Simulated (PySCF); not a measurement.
Working out the ionisation energy of Tc²⁺

Tc²⁺ [Kr] 4d5 (6S) → Tc³⁺ [Kr] 4d4 (5D). All numbers are calculated (PySCF 2.14, scalar relativity through the core potential, in def2-TZVPPD with the def2 core potential (28 electrons) (6s4p3d2f1g, 56 functions)). Frozen: 4s2 4p6. Energies in hartree (1 hartree = 27.21139 eV):

```tsv
part	Tc²⁺ (lower)	Tc³⁺ (upper)
UHF	-79.383977	-78.322631
CCSD correlation	-0.064436	-0.039785
(T)	-0.000745	-0.000279
```

**Question.** What does Hartree-Fock give?

**Answer.** (-78.322631) − (-79.383977) = 1.061346 hartree = 28.881 eV.

**Question.** What do CCSD and CCSD(T) give?

**Answer.** The CCSD correlation energies differ by 0.024651 hartree = 0.671 eV and the triples by 0.000466 hartree = 0.013 eV, so CCSD gives 29.552 eV and CCSD(T) 29.565 eV.

Reference: 29.55 eV (semi-empirical (NIST evaluation); NIST Atomic Spectra Database, ionization energies), between the lowest levels; spin-orbit coupling is absent from the calculation.

What remains against the reference includes basis incompleteness, the frozen core and higher excitations.
